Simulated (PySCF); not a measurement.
**Telling isomers of C5H11OP apart by NMR**

Theoretical values (PySCF 2.14): geometry: GFN2-xTB, NMR shieldings at PBE0/pcSseg-1/GIAO. Non-relativistic Hamiltonian, one averaged value for each set of equivalent atoms, single conformer, no solvent model.

References, each an isolated molecule treated in the same way: ¹H (31.72 ppm) and ¹³C (186.93 ppm) vs TMS. Splittings of carbon signals by F and P are missing where no couplings were computed. Where no couplings were computed, multiplicities follow the n + 1 count of equivalent neighbours, and m marks all less simple cases (inequivalent or close neighbours, rings, F or P nearby). Shifts are as computed. Against solution values, carbons near 30 ppm lie about +3 ppm off and those near 130 ppm about +5 ppm. Of 1211 compounds with measured shifts, 218 miss one by over three times the rms of a fit or turn the order of signals round; such compounds aren't used in these exercises.

(1) Tabulate the signals of `C=CCP(C)(C)=O`, `CP1CCOCC1` and their relative energies.

(2) What is the quickest way to tell C=CCP(C)(C)=O from CP1CCOCC1?

Answers

(1) 
| SMILES | carbon types | δC | δH | E rel. (kcal/mol) |
| --- | --- | --- | --- | --- |
| C=CCP(C)(C)=O | 1×CH 2×CH2 2×CH3 | 140.3, 125.4, 46.0, 17.3 | 5.94 (m, 1H), 5.41 (m, 1H), 5.35 (m, 1H), 2.72 (m, 2H), 1.24 (m, 6H) | 0.0 |
| CP1CCOCC1 | 4×CH2 1×CH3 | 70.4, 34.1, 19.2 | 3.94 (m, 4H), 1.43 (m, 4H), 1.12 (m, 3H) | 10.4 |

Energies are electronic energies at PBE0/pcSseg-1 on these geometries, without zero-point or thermal terms, each for the one conformer computed, which needn't be the lowest.

(2) Count the carbon signals: 4 against 3. The first has an alkene CH at 140.3 ppm, the second an sp3 CH2 bonded to O at 70.4 ppm. In the proton spectra the most deshielded non-exchanging signals are 5.94 (m, 1H) and 3.94 (m, 4H).
